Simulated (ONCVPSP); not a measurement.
Logarithmic derivatives: zirconium, ONCV

zirconium, optimised norm-conserving Vanderbilt (ONCV), made with ONCVPSP 4.0.1 (PBEsol, scalar-relativistic). Core [Ar] 3d10, reference 4s2 4p6 4d3 5s1. Waves: 4s+5s: rc 2.20 bohr, ncon 4, nbas 9, qcut 6.9 1/bohr, 3 projectors, debl 1.8 Ha; 4p: rc 1.40 bohr, ncon 4, nbas 8, qcut 5.2 1/bohr, 2 projectors, debl 1.7 Ha; 4d: rc 2.70 bohr, ncon 5, nbas 10, qcut 6.5 1/bohr, 2 projectors, debl 2.4 Ha. Local part: polynomial inside 1.20 bohr (lpopt 5, dvloc0 0 Ha). Core correction: Teter function, fcfact 2.5, rcfact 1.25.

The phase is arctan(r·R′/R) of the radial function R(r), unwrapped; energies in Ha, scanned from -3 to 5 Ha. A pole is an energy at which the radial function vanishes at the test radius. The pseudo phase is shifted by a multiple of π to meet the all-electron one at the reference energy, and phase errors are pseudo minus all-electron; the curves can meet again beyond the range given. Levels narrower than the energy grid can be missing from the lists of poles.

| channel | radius (bohr) | reference energy (Ha) | poles, all-electron | poles, pseudo | unbroken range about the reference energy with phases within 0.05 rad | phase error 1 Ha above the reference energy (rad) |
| --- | --- | --- | --- | --- | --- | --- |
| s | 2.24 | -0.14 | -1.79, 3.00 | -1.79, 3.00 | the whole range | +0.000 |
| p | 1.42 | -1.12 | 1.56 | 1.56 | the whole range | -0.000 |
| d | 2.74 | -0.09 | 0.23, 2.97 | 0.23, 2.97 | below 4.5 | +0.002 |

Phases in the d channel:

| E (Ha) | all-electron | pseudo |
| --- | --- | --- |
| -2.98 | 1.393 | 1.393 |
| -2.76 | 1.385 | 1.385 |
| -2.54 | 1.375 | 1.375 |
| -2.32 | 1.364 | 1.364 |
| -2.10 | 1.350 | 1.350 |
| -1.88 | 1.334 | 1.334 |
| -1.66 | 1.313 | 1.313 |
| -1.44 | 1.287 | 1.287 |
| -1.22 | 1.250 | 1.250 |
| -1.00 | 1.196 | 1.196 |
| -0.78 | 1.105 | 1.105 |
| -0.56 | 0.913 | 0.914 |
| -0.34 | 0.302 | 0.303 |
| -0.12 | -0.971 | -0.971 |
| 0.10 | -1.444 | -1.444 |
| 0.32 | -1.635 | -1.635 |
| 0.54 | -1.778 | -1.777 |
| 0.76 | -1.954 | -1.952 |
| 0.98 | -2.296 | -2.293 |
| 1.20 | -3.157 | -3.151 |
| 1.42 | -4.003 | -4.001 |
| 1.64 | -4.326 | -4.325 |
| 1.86 | -4.470 | -4.470 |
| 2.08 | -4.552 | -4.552 |
| 2.30 | -4.607 | -4.607 |
| 2.52 | -4.648 | -4.648 |
| 2.74 | -4.681 | -4.681 |
| 2.96 | -4.711 | -4.711 |
| 3.18 | -4.739 | -4.738 |
| 3.40 | -4.768 | -4.767 |
| 3.62 | -4.800 | -4.798 |
| 3.84 | -4.840 | -4.837 |
| 4.06 | -4.896 | -4.889 |
| 4.28 | -4.987 | -4.971 |
| 4.50 | -5.174 | -5.130 |
| 4.72 | -5.739 | -5.562 |
| 4.94 | -6.930 | -6.694 |
